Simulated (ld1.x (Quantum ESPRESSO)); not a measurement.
## u(r) = r·R(r): atom against pseudo-atom (Sn)

Columns: radius, all-electron u(r) and pseudo u(r) of the 4s shell (level -133.93 eV) of tin in the configuration [Ar] 3d10 4s2 4p6 4d10 5s2 5p2; PBE, scalar-relativistic, RRKJ scheme, ld1.x (Quantum ESPRESSO) 7.5.

```
r (bohr)  all-electron   pseudo
   0.075       -0.4661  -0.0115
   0.150        0.0545  -0.0546
   0.225        0.6716  -0.1512
   0.300        0.6409  -0.3075
   0.375        0.1984  -0.5118
   0.450       -0.3395  -0.7385
   0.525       -0.7923  -0.9547
   0.600       -1.0979  -1.1295
   0.675       -1.2575  -1.2409
   0.750       -1.2998  -1.2804
   0.825       -1.2593  -1.2525
   0.900       -1.1677  -1.1718
   0.975       -1.0494  -1.0575
   1.050       -0.9215  -0.9280
   1.125       -0.7951  -0.7983
   1.200       -0.6767  -0.6775
   1.275       -0.5697  -0.5698
   1.350       -0.4755  -0.4755
   1.425       -0.3942  -0.3942
   1.500       -0.3248  -0.3248
   1.575       -0.2664  -0.2664
   1.650       -0.2176  -0.2176
   1.725       -0.1772  -0.1772
   1.800       -0.1438  -0.1438
   1.875       -0.1164  -0.1164
   1.950       -0.0941  -0.0941
```

How many radial nodes do the two functions have?

The all-electron 4s function has n − l − 1 = 3 (the table is too coarse to show those close to the nucleus); the pseudo-wave has 0, since the states of the same l below it are removed with the core.

At about which radius was the pseudo-wave matched?

1.30 bohr, where the columns begin to agree (steps of 0.07 bohr).

Is the pseudo-wave norm-conserving?

Yes: the RRKJ scheme keeps the norm inside the radius equal to the all-electron one, which fixes the energy derivative of the logarithmic derivative at the level.
